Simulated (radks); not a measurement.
Results of a calculation; reference values are marked as such.
Task: The zinc ion Zn13+ is in [Ne] 3s2 3p5. Level of theory: scalar-relativistic Kohn-Sham, r2SCAN, spin-polarised, spherical densities, finite nucleus; meta-GGA in the generalised Kohn-Sham scheme; Fermi nuclear charge, rms radius of each element as measured or else 0.836 A^(1/3) + 0.57 fm (a radial shooting solver on a logarithmic mesh with Libxc functionals). Open shells are filled with parallel spins first. One electron is removed from 2p, 2s, 3s, 3p in turn, with full relaxation. Which removal costs least, and what does each cost?

Result: 3p 454.85 eV; 3s 504.38 eV; 2p 1482.6 eV; 2s 1631.9 eV. The 3p electron leaves first.
